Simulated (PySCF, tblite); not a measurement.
Isomers of C8H11 (doublet state). Level: GFN2-xTB in tblite, geometry and Hessian alike; calculated harmonic values, unscaled, isolated species. Against measured fundamentals such values can be off by several per cent, at times by over 20. One conformer each. Open shells enter through the occupations alone, without spin polarisation, and single modes of such species can be off by tens of per cent.

Electronic energies: B3LYP/pcH-1 single points on the GFN2-xTB geometries (PySCF, gas phase).

```tsv
SMILES	electronic energy, lowest = 0 (kJ/mol)
C=C[C@@]1(C)[CH]CC=C1	106.4
CC(C)[C]1C=CC=C1	0.0
C[CH][C@@]12C=CC[C@@H]1C2	115.6
```

**Question.** How do GFN2-xTB zero-point energies change the relative energies?

**Answer.** 
| SMILES | ZPE (kJ/mol) | of it from modes above 1550 cm⁻¹ | electronic (kJ/mol) | with ZPE, lowest = 0 (kJ/mol) | lowest mode (cm⁻¹) | rings |
| --- | --- | --- | --- | --- | --- | --- |
| CC(C)[C]1C=CC=C1 | 423.1 | 201.7 | 0.0 | 0.0 | 29 | 1 |
| C=C[C@@]1(C)[CH]CC=C1 | 417.5 | 220.3 | 106.4 | 100.8 | 70 | 1 |
| C[CH][C@@]12C=CC[C@@H]1C2 | 422.1 | 209.7 | 115.6 | 114.6 | 41 | 2 |

The zero-point energies span 5.6 kJ/mol, from `C=C[C@@]1(C)[CH]CC=C1` to `CC(C)[C]1C=CC=C1`. The order is unchanged.

**Question.** And how do the electronic energies of GFN2-xTB itself compare?

**Answer.** `CC(C)[C]1C=CC=C1` 0.0; `C=C[C@@]1(C)[CH]CC=C1` 126.8; `C[CH][C@@]12C=CC[C@@H]1C2` 78.9 kJ/mol, lowest = 0. Against the energies above, taken from the same isomer `CC(C)[C]1C=CC=C1`, the largest difference is 36.7 kJ/mol.

**Question.** What do entropy and thermal enthalpy add at 298.15 K and 1 bar (rigid rotor, harmonic oscillator, one conformer each)?

**Answer.** 
```json
{"SMILES": "CC(C)[C]1C=CC=C1", "point group": "Cs", "symmetry number": "1", "S (J/(mol K))": "385.7", "H − H(0) (kJ/mol)": "25.09", "ZPE + H − H(0) − TS (kJ/mol)": "333.2"}
{"SMILES": "C=C[C@@]1(C)[CH]CC=C1", "point group": "C1", "symmetry number": "1", "S (J/(mol K))": "381.2", "H − H(0) (kJ/mol)": "25.48", "ZPE + H − H(0) − TS (kJ/mol)": "329.4"}
{"SMILES": "C[CH][C@@]12C=CC[C@@H]1C2", "point group": "C1", "symmetry number": "1", "S (J/(mol K))": "374.7", "H − H(0) (kJ/mol)": "23.93", "ZPE + H − H(0) − TS (kJ/mol)": "334.3"}
```

S holds R ln(2S + 1) for the spin.
